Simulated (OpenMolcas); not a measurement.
W4+: moving or changing the point charges

W4+ among 6 point charges of -1.7 e arranged as an octahedron (Oh), 1.96 Å from the ion.
```
   1.9600    0.0000    0.0000  -1.70
   0.0000    1.9600    0.0000  -1.70
  -1.9600    0.0000    0.0000  -1.70
   0.0000   -1.9600    0.0000  -1.70
   0.0000    0.0000    1.9600  -1.70
   0.0000    0.0000   -1.9600  -1.70
```

```yaml
Program: OpenMolcas 26.06
Method: CASSCF
Basis: ANO-RCC-VDZP [7s6p4d2f1g]
Scalar_Hamiltonian: DKH2, point nucleus
Active_space: 2 electrons in 5 orbitals (5d)
State_averaging: 2S+1 = 3 even, 10 roots; 2S+1 = 1 even, 15 roots
Spin-orbit_coupling: RASSI with atomic mean-field integrals over the reference wave functions
```

Runs around this geometry, states (labels of O, the rotations of Oh). Energies in cm-1 above the lowest state or level, χT in cm3 K/mol; under a threefold ground state the first gap can be a small split of the lowest multiplet, not the spin-orbit step; 10Dq and B are least-squares fits to the states below 45000 cm-1, weighted by degeneracy, with a free offset, and given where the rms deviation is under 5 % of |10Dq| (or 100 cm-1) and under 700 cm-1.

```
R (Å)  q (e)  Ground state  First state of that spin   10Dq  B (rms of fit)  First gap with spin-orbit (degeneracies)  χT at 300 K  First state of another spin
 1.96  -1.36           3T1                 3T2 10853  12459       770 (156)                              904.0 (2, 3)        0.051                    1T2 11114
 1.87   -1.7           3T1                 3T2 17471  19305       754 (151)                              634.8 (2, 3)        0.050                    1T2 10647
 1.96   -1.7           3T1                 3T2 13886  15774       758 (218)                              776.8 (2, 3)        0.047                    1T2 10903
 2.17   -1.7           3T1                  3T2 8399   9804       778 (130)                              995.1 (2, 3)        0.061                    1T2 11244
```

Taking |10Dq| as R^-n, n = -ln(9804 / 19305) / ln(2.17 / 1.87) = 4.6 between the shortest and longest distance. The point-charge formula for a cubic d site gives n = 5.

Scaling the charges by -1.36 / -1.7 = 0.80 scales |10Dq| by 12459 / 15774 = 0.79; with fixed orbitals a first-order splitting would follow the charge.

An orbital triplet at a regular site is open to Jahn-Teller coupling, which can distort the site and quench the lowest spin-orbit gaps and is left out. Without dynamic correlation the repulsion within the d shell is too large (B by tens of per cent), so at a given field states of lower spin stand too high. This field is weak: 10Dq is about 12459 cm-1, while octahedral complexes of 5d ions of charge 3 and more, computed by the same method with explicit ligands, had a median near 35000 cm-1. Ground spin and moment need not be those of a real site (figures for R = 1.96, q = -1.36; the like holds for R = 1.87, q = -1.7, R = 1.96, q = -1.7, R = 2.17, q = -1.7). This is an electrostatic model: the charges have no orbitals. No measured value stands beside these numbers.
